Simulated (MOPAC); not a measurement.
Input for MOPAC: PM6 on C2H4F2 (a complex).

```
PM6 1SCF PRECISE CHARGE=0 THREADS=1
C2H4F2

F     -0.09966557 1    -0.05492580 1    -0.30703798 1
H      0.01984255 1     0.44260732 1     0.47216502 1
C     -0.24955979 1    -1.18999258 1     2.87429276 1
C      0.01430152 1     0.06446900 1     3.16313692 1
F      0.17644974 1     1.00684211 1     2.18535131 1
H     -0.35056166 1    -1.53519278 1     1.85457866 1
H     -0.36892289 1    -1.89694817 1     3.68196242 1
H      0.13382012 1     0.50705597 1     4.14103095 1
```

It printed:

```
*******************************************************************************
 **                                                                           **
 **                              MOPAC v23.2.5                                **
 **                                                                           **
 *******************************************************************************
 ** MOPAC's Digital Object Identifier: https://doi.org/10.5281/zenodo.6511958 **
 **                                                                           **
 ** Please cite the open-source release paper for use of this MOPAC version:  **
 ** J. E. Moussa and J. J. P. Stewart (2026)                                  **
 ** MOPAC: An open-source semiempirical molecular orbital program             **
 ** J. Open Source Softw., 11(119), 8025, https://doi.org/10.21105/joss.08025 **
 *******************************************************************************

                              PM6 CALCULATION RESULTS

 *******************************************************************************
 *  PM6        - The PM6 Hamiltonian to be used
 *
 *
 *
 *                 CHARGE ON SYSTEM = 0
 *
 *
 *
 *  PRECISE    - TIGHTER CRITERIA TO BE USED
 *  1SCF       - DO 1 SCF AND THEN STOP
 *  THREADS=1  - MULTI-THREADING NOT USED
 *  T=         - A TIME OF 172800.0 SECONDS REQUESTED
 *  DUMP=N     - RESTART FILE WRITTEN EVERY 7200.0 SECONDS REQUESTED
 *******************************************************************************
PM6 1SCF PRECISE CHARGE=0 THREADS=1
 C2H4F2

   ATOM   CHEMICAL          X               Y               Z
  NUMBER   SYMBOL      (ANGSTROMS)     (ANGSTROMS)     (ANGSTROMS)

     1       F         -0.09966557  *  -0.05492580  *  -0.30703798  *
     2       H          0.01984255  *   0.44260732  *   0.47216502  *
     3       C         -0.24955979  *  -1.18999258  *   2.87429276  *
     4       C          0.01430152  *   0.06446900  *   3.16313692  *
     5       F          0.17644974  *   1.00684211  *   2.18535131  *
     6       H         -0.35056166  *  -1.53519278  *   1.85457866  *
     7       H         -0.36892289  *  -1.89694817  *   3.68196242  *
     8       H          0.13382012  *   0.50705597  *   4.14103095  *



          CARTESIAN COORDINATES

    NO.       ATOM           X           Y           Z

     1         F         -0.0997     -0.0549     -0.3070
     2         H          0.0198      0.4426      0.4722
     3         C         -0.2496     -1.1900      2.8743
     4         C          0.0143      0.0645      3.1631
     5         F          0.1764      1.0068      2.1854
     6         H         -0.3506     -1.5352      1.8546
     7         H         -0.3689     -1.8969      3.6820
     8         H          0.1338      0.5071      4.1410

 General Reference for PM6:
 "Optimization of Parameters for Semiempirical Methods V: Modification of NDDO Approximations
 and Application to 70 Elements", J. J. P. Stewart, J. Mol. Mod., 13, 1173-1213 (2007)
 URL: https://link.springer.com/article/10.1007/s00894-007-0233-4

           Empirical Formula: C2 H4 F2  =     8 atoms



      MOLECULAR POINT GROUP   :   Cs


      RHF CALCULATION, NO. OF DOUBLY OCCUPIED LEVELS = 13


 -------------------------------------------------------------------------------
 PM6 1SCF PRECISE CHARGE=0 THREADS=1
 C2H4F2



     1SCF WAS SPECIFIED, SO BFGS WAS NOT USED
     SCF FIELD WAS ACHIEVED


                              PM6 CALCULATION
                                                       MOPAC v23.2.5 Linux




          FINAL HEAT OF FORMATION =        -90.78163 KCAL/MOL =    -379.83035 KJ/MOL


          COSMO AREA              =        102.69 SQUARE ANGSTROMS
          COSMO VOLUME            =         83.07 CUBIC ANGSTROMS

          IONIZATION POTENTIAL    =         11.277222 EV
          HOMO LUMO ENERGIES (EV) =        -11.277  0.392
          NO. OF FILLED LEVELS    =         13
          MOLECULAR WEIGHT        =         66.0504         POINT GROUP:  Cs

          MOLECULAR DIMENSIONS (Angstroms)

            Atom       Atom       Distance
            H     8    F     1     4.48951
            H     7    F     5     3.12716
            H     6    F     1     0.01044


          SCF CALCULATIONS        =          1





   ATOM   CHEMICAL          X               Y               Z
  NUMBER   SYMBOL      (ANGSTROMS)     (ANGSTROMS)     (ANGSTROMS)

     1       F         -0.09966557  *  -0.05492580  *  -0.30703798  *
     2       H          0.01984255  *   0.44260732  *   0.47216502  *
     3       C         -0.24955979  *  -1.18999258  *   2.87429276  *
     4       C          0.01430152  *   0.06446900  *   3.16313692  *
     5       F          0.17644974  *   1.00684211  *   2.18535131  *
     6       H         -0.35056166  *  -1.53519278  *   1.85457866  *
     7       H         -0.36892289  *  -1.89694817  *   3.68196242  *
     8       H          0.13382012  *   0.50705597  *   4.14103095  *

                             CARTESIAN COORDINATES

   1    F       -0.099665570    -0.054925800    -0.307037980
   2    H        0.019842550     0.442607320     0.472165020
   3    C       -0.249559790    -1.189992580     2.874292760
   4    C        0.014301520     0.064469000     3.163136920
   5    F        0.176449740     1.006842110     2.185351310
   6    H       -0.350561660    -1.535192780     1.854578660
   7    H       -0.368922890    -1.896948170     3.681962420
   8    H        0.133820120     0.507055970     4.141030950


           Empirical Formula: C2 H4 F2  =     8 atoms



      MOLECULAR POINT GROUP   :   Cs


                  EIGENVALUES
 -41.89024 -40.58361 -27.69723 -21.39518 -18.26683 -17.23041 -17.06965 -16.53604
 -15.59255 -15.58786 -14.74178 -13.61404 -11.27722   0.39162   2.33128   4.63406
   4.73851   4.93952   5.58934   5.87028


              NET ATOMIC CHARGES AND DIPOLE CONTRIBUTIONS

  ATOM NO.   TYPE          CHARGE      No. of ELECS.   s-Pop       p-Pop
    1          F          -0.288828        7.2888     1.96125     5.32758
    2          H           0.281895        0.7181     0.71811
    3          C          -0.401330        4.4013     1.12351     3.27782
    4          C           0.080443        3.9196     1.13749     2.78207
    5          F          -0.194790        7.1948     1.97137     5.22342
    6          H           0.188684        0.8113     0.81132
    7          H           0.182094        0.8179     0.81791
    8          H           0.151832        0.8482     0.84817
 DIPOLE           X         Y         Z       TOTAL
 POINT-CHG.    -0.056    -0.628     2.623     2.698
 HYBRID         0.060     0.309    -0.071     0.322
 SUM            0.003    -0.320     2.553     2.573


          ATOMIC ORBITAL ELECTRON POPULATIONS

     Atom    s        px        py        pz
    1  F   1.96125   1.98893   1.80799   1.53067
    2  H   0.71811
    3  C   1.12351   1.06093   1.04982   1.16707
    4  C   1.13749   0.96574   0.89987   0.91647
    5  F   1.97137   1.96144   1.63118   1.63080
    6  H   0.81132
    7  H   0.81791
    8  H   0.84817

 **********************
 *                    *
 * JOB ENDED NORMALLY *
 *                    *
 **********************




 == MOPAC DONE ==
```

The run finished.

Cost: very roughly 0.03 core-seconds.
